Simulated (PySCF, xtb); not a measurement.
C₃HClF₂, SMILES FC(=C=CF)Cl.

GFN2-xTB (xtb 6.7.1) at its own geometry gives an orbital gap of 4.46 eV and a dipole moment of 1.95 D.

Geometry optimised at B3LYP-D3(BJ)/def2-SVP. The structure was generated by enumeration; whether it is a known compound was not checked.

Task: What does PBE/def2-TZVP (PySCF) give? (The exact figures need the calculation; the answer reports its results.)

Result: gap 4.66 eV (levels -6.74 and -2.08 eV), dipole 1.24 D.
